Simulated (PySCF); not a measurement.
## NaI⁺ from Hartree–Fock to correlated methods

State: ²Π (doublet), unpaired electrons π ↑. Set-up: PySCF, scalar-relativistic core potentials, basis sets Na def2-SVP, I def2-SVP with ECP28. De refers to Na⁺ + I in their high-spin ground configurations, without counterpoise correction. The functionals are run spin-unrestricted. A positive dipole points towards I; it is taken about the centre of mass and depends on that origin.

| Level | Re (Å) | ωe (cm⁻¹) | De (eV) | μ (D) |
| --- | --- | --- | --- | --- |
| UHF | 3.248 | 115 | 0.359 | -11.41 |
| UHF-MP2 | 3.221 | 122 | 0.405 | n/a |
| UHF-SCS-MP2 | 3.224 | 122 | 0.403 | n/a |
| UHF-CCSD | 3.219 | 123 | 0.411 | n/a |
| UHF-CCSD(T) | 3.217 | 124 | 0.417 | n/a |
| LDA | 3.086 | 137 | 0.52 | -10.23 |
| PBE | 3.156 | 129 | 0.478 | -10.53 |
| r²SCAN | 3.180 | 124 | 0.413 | -10.92 |
| PBE0 | 3.158 | 127 | 0.435 | -10.74 |
| M06 | 3.249 | 114 | 0.430 | -11.10 |
| M06-2X | 3.140 | 126 | 0.433 | -10.75 |

The bond length runs from 3.086 Å (LDA) to 3.249 Å (M06). De spans 0.36 eV (UHF, mean field) to 0.52 eV (LDA, local density). Correlation at CCSD(T) changes the Hartree–Fock bond energy by +0.06 eV; the triples alone change it by +0.01 eV.

Correlated steps freeze 5 core orbitals. Correlated levels converge slowly with the basis: in double zeta they bind strong bonds too weakly, by up to about 1 eV, and carry superposition errors of some tenths. Spin–orbit coupling is left out, which matters for elements this heavy, above all for dissociation energies. For an ion De counts to the pair picked by the measured ionisation energies or electron affinities, which need not be the lowest pair at this level. Counting both spins, an empty level lies below a filled one in some of these solutions, because spin and occupation are held. The state was picked by a PBE0 search and need not be the measured ground state.

The whole job (state search and all levels along the bond) took about 1.5 min on 1 thread of Arm Neoverse V1 (shared host), peak memory 0.46 GiB.
